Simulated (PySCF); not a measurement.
**Excited states of Zn²⁺ (zinc, charge +2)**

Ground state [Ar] 3d10, ¹S. All numbers are calculated (PySCF 2.14, the non-relativistic Hamiltonian (point nucleus), in def2-TZVP (6s5p4d1f, 48 functions)). Vertical excitation energies in eV without spin-orbit coupling; excited terms of each kind are numbered among those the solver found. Frozen: [Ar].

| term | leading excitation | EOM-EE-CCSD |
| --- | --- | --- |
| 1 3D | 3d → s | 10.468 |
| 1 1D | 3d → s | 10.919 |
| 1 3P° | 3d → p | 17.521 |
| 1 3F° | 3d → p | 17.842 |
| 1 1F° | 3d → p | 18.050 |
| 1 1D° | 3d → p | 18.373 |
| 1 3D° | 3d → p | 18.388 |
| 1 1P° | 3d → p | 18.517 |
| 2 3D | 3d → s | 26.751 |
| 2 1D | 3d → s | 26.858 |

The solver can miss terms. Rydberg members are limited by the diffuse functions of the basis.
